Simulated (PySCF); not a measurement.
Spectrum to structure. Method used: PySCF 2.14.0, density-fitted response routines, TDDFT CAM-B3LYP/def2-SVPD, vertical, gas phase, core orbitals frozen in the response. Geometries: GFN2-xTB, one conformer each.

```json
{"state": "S1", "ν̃ (cm⁻¹)": "50260", "f": "0.033", "main configurations (H = HOMO, L = LUMO)": "H→L (57%), H-1→L (23%)"}
{"state": "S2", "ν̃ (cm⁻¹)": "53170", "f": "0.0036", "main configurations (H = HOMO, L = LUMO)": "H-2→L (40%), H→L+1 (36%), H-2→L+1 (11%)"}
{"state": "S3", "ν̃ (cm⁻¹)": "53730", "f": "0.0019", "main configurations (H = HOMO, L = LUMO)": "H→L+1 (45%), H-2→L (37%)"}
{"state": "S4", "ν̃ (cm⁻¹)": "55440", "f": "0.079", "main configurations (H = HOMO, L = LUMO)": "H-1→L (60%), H→L (20%), H-2→L+1 (10%)"}
{"state": "S5", "ν̃ (cm⁻¹)": "59010", "f": "0.118", "main configurations (H = HOMO, L = LUMO)": "H-1→L+1 (48%), H→L+2 (23%), H→L (8%)"}
{"state": "S6", "ν̃ (cm⁻¹)": "60070", "f": "0.042", "main configurations (H = HOMO, L = LUMO)": "H→L+2 (38%), H→L+3 (24%), H-1→L+1 (10%)"}
{"state": "S7", "ν̃ (cm⁻¹)": "60120", "f": "0.043", "main configurations (H = HOMO, L = LUMO)": "H-2→L+1 (52%), H-2→L (10%), H-1→L (8%)"}
{"state": "S8", "ν̃ (cm⁻¹)": "62110", "f": "0.0038", "main configurations (H = HOMO, L = LUMO)": "H-3→L (70%), H-3→L+1 (10%)"}
```

Triplets computed (Tamm–Dancoff): 4.38, 5.93, 6.08 eV.

Problem. Which structure fits? All have the formula C5H9FSi.
A. `C=C/C=C(/C)[SiH2]F`
B. `CCC1=C[C@H]([SiH2]1)F`
C. `CC1=C[Si@H](F)CC1`

Solution. B. Its S1 lies at 6.23 eV; the nearest of the others has S1 at 6.54 eV. S1 is HOMO→LUMO (57%), HOMO-1→LUMO (23%). Löwdin shares by element: HOMO carbon 61% or more, silicon 10% (atoms not listed hold the other 29%); LUMO carbon 54% or more, silicon 14% (atoms not listed hold the other 32%). At the same level the other candidates give, for their lowest levels:
- `C=C/C=C(/C)[SiH2]F`: 5.49 eV (f 0.718); 6.05 eV (f 0.002); 6.46 eV (f 0.002); 6.65 eV (f 0.008); 7.06 eV (f 0.008); T1 3.05 eV; HOMO -8.02, LUMO -0.14 eV
- `CC1=C[Si@H](F)CC1`: 6.54 eV (f 0.191); 6.82 eV (f 0.053); 7.13 eV (f 0.053); 7.50 eV (f 0.022); 7.64 eV (f 0.002); T1 4.32 eV; HOMO -8.79, LUMO 0.75 eV

Conformer computed: `[CH3:1][CH2:2][C:3]1=[CH:4][C@@H:5]([F:6])[SiH2:7]1`: C1–C2–C3–C4 129°.
